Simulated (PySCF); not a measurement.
**Input and output**

[Ce(H2O)4]2+ (singlet). PySCF 2.14.0, RKS PBE0, Ce def2-SVP with ECP28, O def2-SVP, H def2-SVP; non-relativistic Hamiltonian with scalar-relativistic core potentials where named; density fitting; no spin-orbit coupling. Purpose: one electron added, vertical, singlet.

```python
mol = gto.M(atom='''
Ce    -0.00000     0.00000     0.00000
O      1.36777     1.37274     1.36371
H      1.93286     1.10393     2.12146
H      1.53508     2.33818     1.28827
O     -1.36777    -1.36371     1.37274
H     -1.53508    -1.28827     2.33818
H     -1.93286    -2.12146     1.10393
O      1.36777    -1.37274    -1.36371
H      1.53508    -2.33818    -1.28827
H      1.93286    -1.10393    -2.12146
O     -1.36777     1.36371    -1.37274
H     -1.93286     2.12146    -1.10393
H     -1.53508     1.28827    -2.33818''',
    basis={'Ce': 'def2-SVP', 'O': 'def2-SVP', 'H': 'def2-SVP'},
    ecp={'Ce': 'def2-SVP'},
    charge=2, spin=0)
mf = dft.RKS(mol, xc='PBE0')
mf.grids.atom_grid = (50, 194)  # f atoms: unpruned, at least (60, 302)
mf = mf.density_fit()  # fitting sets: Ce def2-universal-JKFIT, O def2-universal-JKFIT, H def2-universal-JKFIT
mf.conv_tol = 1e-08; mf.max_cycle = 55
mf.kernel(dm0)  # dm0: converged density of the relaxed state
```

Run from Python with OMP_NUM_THREADS=4; the lines above give its settings. Where DIIS fails, smearing, a level shift and second-order steps follow.
It took 13 s on 4 threads of Arm Neoverse V1 (shared host), from an already converged density.

**Question.** Where do the frontier levels lie, over both spins?

**Answer.** HOMO -11.03 eV, LUMO -8.41 eV. 

**Question.** What does the SCF print?

**Answer.** 
```
init E= -779.141424851
cycle= 1 E= -779.475735923987  delta_E= -0.334  |g|= 1.06  |ddm|= 0.66
cycle= 2 E= -778.367358259301  delta_E= 1.11  |g|= 2.67  |ddm|= 3.55
cycle= 3 E= -779.600915157931  delta_E= -1.23  |g|= 0.497  |ddm|= 3.26
cycle= 4 E= -779.63801704354  delta_E= -0.0371  |g|= 0.126  |ddm|= 0.655
...
cycle= 42 E= -779.66823909752  delta_E= -2.69e-08  |g|= 0.000164  |ddm|= 0.000565
cycle= 43 E= -779.668239102771  delta_E= -5.25e-09  |g|= 1.25e-05  |ddm|= 0.000334
Extra cycle  E= -779.668239102438  delta_E= 3.32e-10  |g|= 5e-05  |ddm|= 7.9e-05
converged SCF energy = -779.668239102438
```

**Question.** What are the Mulliken charges and spins?

**Answer.** 
```json
{"atom": "Ce1", "charge (e)": "1.106", "spin (e)": "0.000"}
{"atom": "O2", "charge (e)": "-0.308", "spin (e)": "0.000"}
{"atom": "H3", "charge (e)": "0.265", "spin (e)": "0.000"}
{"atom": "H4", "charge (e)": "0.266", "spin (e)": "0.000"}
{"atom": "O5", "charge (e)": "-0.308", "spin (e)": "0.000"}
{"atom": "H6", "charge (e)": "0.266", "spin (e)": "0.000"}
{"atom": "H7", "charge (e)": "0.265", "spin (e)": "0.000"}
{"atom": "O8", "charge (e)": "-0.308", "spin (e)": "0.000"}
{"atom": "H9", "charge (e)": "0.266", "spin (e)": "0.000"}
{"atom": "H10", "charge (e)": "0.265", "spin (e)": "0.000"}
{"atom": "O11", "charge (e)": "-0.308", "spin (e)": "0.000"}
{"atom": "H12", "charge (e)": "0.265", "spin (e)": "0.000"}
{"atom": "H13", "charge (e)": "0.266", "spin (e)": "0.000"}
```

**Question.** How does its energy compare with the relaxed doublet of charge +3 in vacuum?

**Answer.** It lies 12.381 eV lower.
